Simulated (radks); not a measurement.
Valence configurations of Er I (all share [Xe]). All-electron calculation, scalar-relativistic Kohn-Sham, PBE, spin-unpolarised, spherical densities, point nucleus. Program: a radial shooting solver on a logarithmic mesh with Libxc functionals. Energies are relative to 4f12 6s2; eigenvalues in eV.

| valence | E (eV) | e(4f) | e(5d) | e(6p) | e(6s) |
|---|---|---|---|---|---|
| 4f12 6s2 | 0.000 | -3.139 | - | - | -3.832 |
| 4f11 6s2 6p1 | 6.125 | -12.687 | - | -2.186 | -5.757 |
| 4f11.5 5d0.5 6s2 | 1.746 | -6.247 | -1.528 | - | -4.176 |
| 4f10 6s2 6p2 | 21.597 | -23.665 | - | -3.113 | -7.526 |
| 4f12 5d1 6s1 | 2.946 | -2.673 | -0.797 | - | -3.765 |
| 4f11 5d1 6s2 | 4.789 | -9.482 | -2.086 | - | -4.413 |
| 4f10 5d2 6s2 | 15.109 | -16.399 | -3.142 | - | -4.732 |
| 4f10 5d2 6s1 6p1 | 18.558 | -17.783 | -4.283 | -2.014 | -5.561 |
| 4f10 5d0.5 6s1.5 6p2 | 21.478 | -22.413 | -7.236 | -2.961 | -7.192 |

NIST lists [Xe] 4f12 6s2 as the ground configuration; this level of theory agrees among the configurations tried. The energies are those of spherical spin-averaged densities, not of single terms. No valid solution was reached for [Xe] 4f14.
